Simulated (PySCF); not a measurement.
**B⁺ (boron, charge +1): UHF calculation**

Configuration: [He] 2s2, closed-shell 1S. Computed with PySCF 2.14 in dyall-av2z, with no relativity, point nucleus.

* Total energy: -24.236508 hartree
* One-electron energy: -30.3530 hartree
* Hartree (Coulomb) energy: 9.6083 hartree
* Exchange energy: -3.4918 hartree
* Kinetic energy: 24.23632 hartree
* ⟨S²⟩: 0.0000
* ⟨L²⟩: 0.000
* Sum of ⟨r⟩: 4.254 bohr
* Sum of ⟨r²⟩: 7.993 bohr²
* Density at the nucleus (Gaussians lack the cusp): 70.5 bohr⁻³
* Langevin diamagnetic susceptibility: -6.33 ×10⁻⁶ cm³/mol

```csv
shell,electrons,mean orbital energy (hartree),"rms radius, mean of both spins (bohr)"
1s,2,-8.18636,0.378
2s,2,-0.87364,1.96
```
